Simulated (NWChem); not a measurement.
Molecule: AlH2OF; SMILES [OH][AlH][F]

```xyz
5

Al    -0.4803     0.0476     0.0000
H     -2.0277    -0.1871     0.0000
F      0.5643    -1.2476     0.0000
O      0.1306     1.6228     0.0000
H      1.0491     1.8954     0.0000
```
Atoms are numbered in this order, from 1.

All runs use the structure optimised with PBE0/def2-SVP.

 Unshifted, non-relativistic core excitations; the lowest 4 roots alone, so stronger bands may lie above.

### Question
List the first O K-edge excitations from B3LYP/6-311G** (spherical d), restricted-window TDA (NWChem).

### Answer
```csv
state,energy (eV),dipole oscillator strength,leading excitation (squared amplitude)
S1,517.9,0.0102,1s of atom 4 or its equivalents → LUMO (0.99)
S2,518.1,0.0053,1s of atom 4 or its equivalents → LUMO+1 (0.99)
S3,519.6,0.0070,1s of atom 4 or its equivalents → LUMO+2 (0.91)
S4,520.4,0.0137,1s of atom 4 or its equivalents → LUMO+3 (0.79)
```
